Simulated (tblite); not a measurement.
Record of a relaxation.

Compound: C4H7BBrP.
Atom-mapped SMILES: `[CH:1]#[C:2]/[C:3]([Br:4])=[CH:5]/[BH2-:6][PH3+:7]` (hydrogens: H8 on C1; H9 on C5; H10, H11 on B6; H12, H13, H14 on P7)
Bond orders are those of one Lewis drawing.

Computed with GFN2-xTB (tblite), gas phase: L-BFGS steps from a force-field or distance-geometry start until the largest atomic force falls under 0.01 eV/Å. 7 of its 131 geometries are shown.

Step 0: E = -539.6484 eV, largest atomic force 1.812 eV/Å
```
atom  x, y, z in Å  |  force x, y, z in eV/Å
C1      3.600    0.447    0.535   -1.201  -0.382  -0.335
C2      2.449    0.109    0.312    1.402   0.070  -0.406
C3      1.111   -0.332    0.067    1.228   0.689   1.141
Br4     0.559   -0.916   -1.681    0.621   0.328  -0.248
C5      0.229   -0.307    1.070   -0.426  -0.223  -1.020
B6     -1.241   -0.790    0.724   -0.553  -0.371   1.359
P7     -2.083    0.668   -0.169    1.219  -0.964   0.206
H8      4.611    0.742    0.728   -0.784  -0.173  -0.077
H9      0.505    0.020    2.053    0.367   0.072   0.086
H10    -1.825   -0.943    1.744   -0.443  -0.088   0.294
H11    -1.252   -1.789    0.098   -0.232  -0.067  -0.198
H12    -2.800    0.170   -1.253   -0.158   0.939   0.203
H13    -1.026    1.455   -0.672   -1.087   0.112  -0.080
H14    -2.837    1.465    0.703    0.045   0.057  -0.926
```

Step 22: E = -540.4084 eV, largest atomic force 0.153 eV/Å
```
atom  x, y, z in Å  |  force x, y, z in eV/Å
C1      3.650    0.459    0.493    0.039   0.004  -0.016
C2      2.511    0.105    0.341   -0.098   0.016  -0.011
C3      1.172   -0.277    0.153    0.033  -0.070  -0.073
Br4     0.724   -0.637   -1.716   -0.008   0.099   0.116
C5      0.239   -0.409    1.094    0.036  -0.006  -0.038
B6     -1.273   -0.883    0.877   -0.125   0.054   0.038
P7     -2.050    0.549   -0.211    0.103   0.025  -0.034
H8      4.645    0.757    0.639   -0.030  -0.020  -0.005
H9      0.581   -0.206    2.100    0.072   0.027   0.068
H10    -1.908   -0.889    1.885   -0.022  -0.016  -0.044
H11    -1.365   -1.883    0.244   -0.027  -0.026  -0.016
H12    -2.904    0.373   -1.289    0.042  -0.070   0.042
H13    -1.196    1.455   -0.804   -0.018   0.016  -0.023
H14    -2.827    1.486    0.453    0.001  -0.031  -0.003
```

Step 43: E = -540.4383 eV, largest atomic force 0.201 eV/Å
```
atom  x, y, z in Å  |  force x, y, z in eV/Å
C1      3.654    0.443    0.462   -0.094  -0.049  -0.023
C2      2.505    0.107    0.336    0.116  -0.032   0.059
C3      1.160   -0.268    0.190    0.024   0.061   0.007
Br4     0.613   -0.461   -1.675    0.006   0.026   0.037
C5      0.263   -0.461    1.156    0.084  -0.020   0.005
B6     -1.270   -0.847    0.922    0.095   0.083  -0.156
P7     -1.979    0.573   -0.245   -0.094  -0.027   0.052
H8      4.659    0.720    0.589   -0.071  -0.005  -0.020
H9      0.650   -0.369    2.168   -0.013   0.035  -0.104
H10    -1.933   -0.811    1.901   -0.089   0.011   0.091
H11    -1.392   -1.843    0.279   -0.048  -0.027   0.051
H12    -2.768    0.220   -1.324    0.071   0.016  -0.034
H13    -1.251    1.579   -0.849    0.001  -0.010   0.050
H14    -2.912    1.417    0.350    0.011  -0.063  -0.013
```

Step 65: E = -540.5316 eV, largest atomic force 0.079 eV/Å
```
atom  x, y, z in Å  |  force x, y, z in eV/Å
C1      3.715    0.340    0.382    0.070   0.016   0.017
C2      2.551    0.046    0.353   -0.043   0.001  -0.046
C3      1.181   -0.214    0.201    0.005   0.035   0.002
Br4     0.610   -0.026   -1.656   -0.008  -0.010  -0.040
C5      0.288   -0.515    1.137   -0.008  -0.018   0.047
B6     -1.283   -0.739    1.004   -0.050   0.059   0.017
P7     -2.010    0.497   -0.314   -0.004  -0.011   0.002
H8      4.732    0.586    0.446    0.030  -0.029   0.037
H9      0.709   -0.619    2.132    0.039   0.003   0.002
H10    -1.861   -0.433    2.003    0.002   0.027   0.004
H11    -1.581   -1.829    0.633   -0.002  -0.063  -0.044
H12    -2.291    0.227   -1.637   -0.015  -0.004  -0.022
H13    -1.471    1.761   -0.454   -0.029   0.017  -0.007
H14    -3.292    0.917    0.028    0.012  -0.023   0.032
```

Step 87: E = -540.5486 eV, largest atomic force 0.156 eV/Å
```
atom  x, y, z in Å  |  force x, y, z in eV/Å
C1      3.798    0.166    0.444   -0.032  -0.010   0.018
C2      2.613    0.024    0.302   -0.017   0.055   0.057
C3      1.219   -0.076    0.150    0.037   0.007  -0.033
Br4     0.619    0.502   -1.627    0.041  -0.037   0.126
C5      0.346   -0.484    1.066    0.058   0.031  -0.039
B6     -1.239   -0.618    1.026    0.043  -0.026   0.089
P7     -2.094    0.414   -0.377   -0.082   0.060   0.075
H8      4.831    0.274    0.600   -0.026  -0.028  -0.046
H9      0.819   -0.781    2.004   -0.092   0.020  -0.125
H10    -1.741   -0.098    1.988    0.028  -0.065  -0.037
H11    -1.586   -1.756    0.899   -0.038   0.121  -0.044
H12    -2.260    0.157   -1.726    0.000  -0.009   0.032
H13    -1.874    1.780   -0.423   -0.003  -0.096  -0.063
H14    -3.452    0.496   -0.068    0.083  -0.023  -0.011
```

Step 108: E = -540.5680 eV, largest atomic force 0.047 eV/Å
```
atom  x, y, z in Å  |  force x, y, z in eV/Å
C1      3.831    0.080    0.447    0.017  -0.007   0.006
C2      2.636    0.041    0.329   -0.046  -0.007  -0.002
C3      1.239    0.030    0.186   -0.001   0.008  -0.014
Br4     0.636    0.908   -1.453    0.023   0.005   0.010
C5      0.359   -0.490    1.036   -0.009   0.000   0.030
B6     -1.226   -0.530    1.057    0.006   0.010  -0.009
P7     -2.117    0.395   -0.388    0.000  -0.007   0.008
H8      4.871    0.096    0.575    0.006  -0.001  -0.016
H9      0.825   -0.960    1.899    0.013   0.005   0.004
H10    -1.655    0.033    2.023   -0.015   0.004   0.010
H11    -1.660   -1.642    0.976    0.015  -0.009  -0.011
H12    -2.170   -0.028   -1.701   -0.001   0.004  -0.009
H13    -2.086    1.761   -0.589    0.000  -0.006  -0.004
H14    -3.482    0.305   -0.138   -0.008  -0.001   0.000
```

Step 130: E = -540.5704 eV, largest atomic force 0.009 eV/Å
```
atom  x, y, z in Å  |  force x, y, z in eV/Å
C1      3.835    0.033    0.415    0.001   0.002   0.003
C2      2.636    0.046    0.343   -0.002  -0.002  -0.001
C3      1.237    0.080    0.227    0.001   0.001   0.000
Br4     0.643    1.047   -1.363    0.000   0.002   0.001
C5      0.355   -0.460    1.062   -0.001   0.002  -0.001
B6     -1.230   -0.506    1.072    0.003   0.000   0.000
P7     -2.118    0.379   -0.400    0.006  -0.001  -0.006
H8      4.880    0.010    0.503   -0.003  -0.002  -0.001
H9      0.821   -0.968    1.903    0.001   0.000   0.001
H10    -1.684    0.055    2.028    0.000   0.000   0.001
H11    -1.641   -1.628    0.989   -0.002   0.000  -0.001
H12    -2.099   -0.047   -1.712   -0.002  -0.004  -0.004
H13    -2.152    1.744   -0.609    0.000  -0.002   0.004
H14    -3.485    0.215   -0.201   -0.002   0.003   0.003
```

Task: Summarise the path.

Result: The energy falls by 0.9220 eV from step 0 to step 130; nine tenths of that is first reached at step 51. It rises by more than 0.2 meV at step 87. The largest force goes from 1.812 to 0.009 eV/Å. Among the bonds P7–H13 changes most (a near tie, within 0.001 Å, with another), from 1.411 to 1.381 Å; the atoms move by 0.983 Å rms after alignment.

Task: Follow the three bonds and two angles with the largest change from start to end.

Result: 
```
step  E above end (eV)  largest force (eV/Å)  P7–H13 (Å)  C3–Br4 (Å)  B6–P7 (Å)  B6–P7–H13 (°)  H12–P7–H14 (°)
   0            0.9220                 1.812       1.411       1.924      1.906          105.2           114.3
   6            0.2619                 0.345       1.379       1.936      1.906          119.3            98.4
  11            0.2051                 0.211       1.383       1.946      1.956          119.3            96.8
  17            0.1782                 0.203       1.376       1.928      1.954          118.9            96.4
  23            0.1594                 0.133       1.378       1.955      1.958          118.5            96.4
  28            0.1483                 0.124       1.378       1.942      1.943          121.0            96.4
  34            0.1417                 0.107       1.377       1.947      1.950          123.9            96.9
  40            0.1366                 0.082       1.381       1.953      1.960          125.6            97.2
  45            0.1248                 0.179       1.382       1.947      1.973          126.7            94.8
  51            0.0909                 0.296       1.379       1.951      1.964          124.7            96.2
  57            0.0568                 0.152       1.379       1.956      1.950          122.6            97.5
  62            0.0416                 0.075       1.383       1.953      1.949          121.2            95.9
  68            0.0364                 0.063       1.382       1.956      1.942          120.3            96.4
  73            0.0346                 0.049       1.381       1.951      1.950          120.4            96.4
  79            0.0310                 0.116       1.383       1.956      1.941          120.1            96.2
  85            0.0231                 0.104       1.381       1.953      1.948          119.3            96.1
  90            0.0161                 0.228       1.383       1.955      1.937          119.4            96.2
  96            0.0050                 0.193       1.379       1.949      1.931          123.8            96.7
 102            0.0033                 0.040       1.380       1.954      1.931          124.6            96.5
 107            0.0026                 0.056       1.381       1.954      1.933          124.8            96.5
 113            0.0014                 0.021       1.381       1.953      1.934          125.7            96.6
 119            0.0007                 0.029       1.381       1.955      1.933          125.3            96.4
 124            0.0002                 0.033       1.380       1.953      1.933          125.5            96.5
 130            0.0000                 0.009       1.381       1.954      1.933          125.4            96.5
```

The cost below is that of the whole relaxation. On one thread of an Arm Neoverse N1, shared host with 64 logical CPUs at a one-minute load of 59, this took 1.6 s wall.
